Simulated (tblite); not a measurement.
Input of a run (GFN2-xTB geometry optimisation, gas phase (tblite 0.8.0)), started from a force field or distance geometry:
```
{"job": {"kind": "relax", "xc": "GFN2-xTB", "basis": "xTB"}, "charge": 0, "multiplicity": 2}
C     -1.221100    -3.100700    -1.608400
C     -0.872100    -2.195600    -0.877900
C     -0.414900    -1.158400     0.015300
C      0.821400    -0.753600    -0.154600
C      2.033000    -0.360900    -0.285200
C      3.256800     0.066000    -0.457600
C     -1.299000    -0.557800     1.019500
C     -1.665200     0.713400     1.001900
C     -1.152100     1.542300    -0.125500
H      3.672300     0.274000    -1.440600
H      3.925800     0.231100     0.397300
H     -1.680800    -1.168400     1.845400
H     -2.334000     1.132600     1.777400
H     -0.304000     2.181000     0.229600
H     -1.974000     2.234400    -0.388500
H     -0.799700     0.929500    -0.959600
```

Output (eV, eV/Å):
```
step      E/eV     max force
  0    -612.39382    2.856
  1    -612.46025    3.973
  2    -612.56278    0.952
  3    -612.60188    0.679
  4    -612.64779    0.595
  5    -612.68601    0.515
  6    -612.70160    0.412
  7    -612.73379    0.544
  8    -612.76021    0.514
  9    -612.78129    0.378
 10    -612.79913    0.322
 11    -612.81902    0.411
 12    -612.84000    0.608
 13    -612.86441    0.489
 14    -612.88658    0.409
 15    -612.90321    0.302
 16    -612.91424    0.346
 17    -612.92680    0.295
 18    -612.93813    0.306
 19    -612.94710    0.269
 20    -612.95402    0.219
 21    -612.95965    0.188
 22    -612.96360    0.168
 23    -612.96714    0.169
 24    -612.97015    0.145
 25    -612.97294    0.132
 26    -612.97479    0.084
 27    -612.97595    0.088
 28    -612.97673    0.070
 29    -612.97758    0.064
 30    -612.97851    0.072
 31    -612.97942    0.099
 32    -612.98044    0.111
 33    -612.98204    0.104
 34    -612.98463    0.145
 35    -612.98803    0.179
 36    -612.99136    0.152
 37    -612.99472    0.164
 38    -612.99869    0.179
 39    -613.00346    0.218
 40    -613.00839    0.180
 41    -613.01223    0.140
 42    -613.01494    0.189
 43    -613.01752    0.125
 44    -613.02009    0.164
 45    -613.02080    0.530
 46    -613.02399    0.088
 47    -613.02482    0.078
 48    -613.02599    0.071
 49    -613.02699    0.083
 50    -613.02844    0.087
 51    -613.02985    0.085
 52    -613.03152    0.105
 53    -613.03355    0.165
 54    -613.03608    0.202
 55    -613.03862    0.154
 56    -613.04069    0.103
 57    -613.04204    0.211
 58    -613.04362    0.127
 59    -613.04532    0.161
 60    -613.04933    0.089
 61    -613.05114    0.101
 62    -613.05312    0.120
 63    -613.05484    0.131
 64    -613.05758    0.135
 65    -613.06113    0.127
 66    -613.06497    0.140
 67    -613.06792    0.159
 68    -613.06933    0.156
 69    -613.07162    0.170
 70    -613.07383    0.136
 71    -613.07759    0.073
 72    -613.07908    0.135
 73    -613.08013    0.093
 74    -613.08082    0.083
 75    -613.08157    0.053
 76    -613.08226    0.062
 77    -613.08278    0.068
 78    -613.08309    0.055
 79    -613.08328    0.053
 80    -613.08344    0.030
 81    -613.08360    0.030
 82    -613.08380    0.039
 83    -613.08405    0.050
 84    -613.08437    0.049
 85    -613.08465    0.042
 86    -613.08483    0.032
 87    -613.08493    0.019
 88    -613.08499    0.020
 89    -613.08504    0.016
 90    -613.08510    0.020
 91    -613.08519    0.034
 92    -613.08531    0.041
 93    -613.08545    0.038
 94    -613.08559    0.025
 95    -613.08572    0.027
 96    -613.08587    0.035
 97    -613.08606    0.051
 98    -613.08627    0.052
 99    -613.08646    0.043
100    -613.08666    0.048
101    -613.08692    0.041
102    -613.08729    0.045
103    -613.08774    0.057
104    -613.08827    0.056
105    -613.08875    0.061
106    -613.08926    0.060
107    -613.08978    0.063
108    -613.09048    0.063
109    -613.09115    0.065
110    -613.09161    0.093
111    -613.09183    0.113
112    -613.09221    0.128
113    -613.09283    0.079
114    -613.09322    0.056
115    -613.09349    0.049
116    -613.09361    0.018
117    -613.09368    0.029
118    -613.09377    0.026
119    -613.09398    0.032
120    -613.09409    0.030
121    -613.09417    0.025
122    -613.09424    0.017
123    -613.09432    0.023
124    -613.09440    0.025
125    -613.09446    0.020
126    -613.09450    0.015
127    -613.09453    0.011
128    -613.09456    0.013
129    -613.09457    0.010
```

Task: Summarise the run.

Result: The energy falls by 0.701 eV over 129 L-BFGS steps, the largest force on an atom goes from 2.86 to 0.010 eV/Å, and the atoms move by 0.773 Å rms after alignment. Among the bonds, C3=C4, C4=C5 and C9–H14 change most and about equally (-0.028 to +0.028 Å). Bonds longer at the end by more than 0.005 Å: 3 of 15; shorter: 9. Among the angles that change most is C1–C2–C3, from 177.5° to 162.7°. Among the dihedrals that turn most is C2–C3–C7–H12, from 65° to 9°. The energy never rose by more than 1e-5 eV on the way. The first step brought 9 % of the lowering.

Task: What are the final bond lengths?

Result: C1≡C2 1.215 Å, C2–C3 1.421 Å, C3=C4 1.340 Å, C4=C5 1.253 Å, C5=C6 1.315 Å, C3–C7 1.443 Å, C7=C8 1.339 Å, C8–C9 1.487 Å, C6–H10 1.077 Å, C6–H11 1.078 Å, C7–H12 1.082 Å, C8–H13 1.082 Å, C9–H14 1.091 Å, C9–H15 1.087 Å, C9–H16 1.090 Å. Numbering counts from 1 in the input's order; the species is `C=C=C=C(/C=C\C)C#[C]` [radical].

Its GFN2-xTB frequencies are all real (lowest 42 cm⁻¹).

One conformer stands for the species.

The numbers are calculated, not measured.
